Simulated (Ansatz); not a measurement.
`C[SiH](O)C=O`, relaxed with RKS PBE0-D4/def2-TZVP in the Gaussian-basis code of Ansatz from a PBE-D4/def2-SVP geometry. The force threshold is 0.005 eV/Å; the program also tests the step.

Charge 0, multiplicity 1.

Start:

```xyz
11

C    -0.386   -0.337   -1.550
Si    0.319    0.529   -0.041
O     1.871    0.025    0.349
C    -0.615    0.007    1.585
O     0.071   -0.524    2.453
H    -0.398   -1.437   -1.414
H     0.228   -0.110   -2.446
H    -1.421    0.008   -1.754
H     0.231    2.024   -0.213
H     1.826   -0.335    1.265
H    -1.726    0.151    1.765
```

```json
{"step": "1", "energy (eV)": "-14137.0743", "largest force (eV/Å)": "1.073", "largest move (Å)": "0.000"}
{"step": "2", "energy (eV)": "-14137.1360", "largest force (eV/Å)": "0.622", "largest move (Å)": "0.041"}
{"step": "3", "energy (eV)": "-14137.1456", "largest force (eV/Å)": "0.305", "largest move (Å)": "0.033"}
{"step": "4", "energy (eV)": "-14137.1481", "largest force (eV/Å)": "0.258", "largest move (Å)": "0.042"}
{"step": "5", "energy (eV)": "-14137.1514", "largest force (eV/Å)": "0.231", "largest move (Å)": "0.082"}
{"step": "6", "energy (eV)": "-14137.1558", "largest force (eV/Å)": "0.061", "largest move (Å)": "0.026"}
{"step": "7", "energy (eV)": "-14137.1559", "largest force (eV/Å)": "0.026", "largest move (Å)": "0.015"}
{"step": "8", "energy (eV)": "-14137.1560", "largest force (eV/Å)": "0.013", "largest move (Å)": "0.003"}
{"step": "9", "energy (eV)": "-14137.1561", "largest force (eV/Å)": "0.003", "largest move (Å)": "0.004"}
```

End:

```xyz
11

C    -0.381   -0.337   -1.525
Si    0.318    0.501   -0.022
O     1.852    0.023    0.300
C    -0.640    0.008    1.574
O    -0.015   -0.504    2.476
H    -0.384   -1.423   -1.407
H     0.218   -0.092   -2.406
H    -1.405   -0.003   -1.714
H     0.225    1.980   -0.175
H     1.946   -0.326    1.194
H    -1.735    0.173    1.705
```

It took 28 s on 4 threads of a server CPU on a shared host, with 0.47 GiB of host memory at the peak.
